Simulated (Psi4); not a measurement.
AlBr3 (SMILES [Br][Al]([Br])[Br]), singlet, geometry from GFN2-xTB (such geometries of metal compounds can be far from the true shape), with bond 2-1 at 1.6 times its length.

Here is a job for Psi4.
```
memory 2 GB

molecule mol {
0 1
Al   -0.000000   -0.000000    0.000000
Br   -2.878520   -2.142241   -0.167178
Br   -0.015451    1.984855   -1.048978
Br    1.814526   -0.645954    1.153464
}

set {
  basis pcseg-1
  reference rks
}

energy('blyp')
print_variables()
```

What does this run give for the nuclear repulsion energy, number of basis functions, total energy, dipole moment?


* **nuclear repulsion energy**: 702.4544 Eh
* **number of basis functions**: 99
* **total energy**: -7964.223029 Ha
* **dipole moment**: 4.57 D
